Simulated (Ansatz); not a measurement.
A run for Ansatz (a first-principles code): R-wB97X-V/def2-TZVPP on AlAsH4 (SMILES [AlH2][AsH2]), a point of a torsion scan.

Ansatz 0.2 input:
```yaml
crystal:
  periodic: [false, false, false]
  atoms:
    - {symbol: Al, position_ang: [-0.84657508, 0.07615851, -0.07373767]}
    - {symbol: As, position_ang: [1.53689322, 0.16925517, -0.33238384]}
    - {symbol: H, position_ang: [-1.60834276, -1.20210825, -0.54607243]}
    - {symbol: H, position_ang: [-1.86916847, 1.08906354, 0.52154556]}
    - {symbol: H, position_ang: [1.42375641, -1.05039039, 0.57029345]}
    - {symbol: H, position_ang: [1.14858724, -0.72369354, -1.49923410]}
basis:
  gaussian:
    orbitals: def2-TZVPP
hamiltonian:
  xc: {name: wB97X-V}
scf: {lower_state_search: off}
```

The head of its log:

```
WARN ansatz: RAYON_NUM_THREADS=1 ignored (pool sized by the plan → 1); use --threads N
Functional definition: wB97X-V
these checks for a lower state are left out or cut short: stability, starts, cluster_reference, orbital_swaps, neighbouring_geometries, increment
integrals: 0.08 GiB planned
933 factors; their error is unknown
integrals: 0.12 GiB planned
208 factors; integrals over basis functions are off by at most 1.1e-5 eV
mean field: 0.72 GiB planned
mean field evaluation 1: about -67495.8601 eV, gradient 1.2e1 eV
mean field evaluation 2: about -67496.2512 eV, gradient 5.8e0 eV
```

### Question
Give the final energy of this run.

### Answer
-2480.4495 hartree.
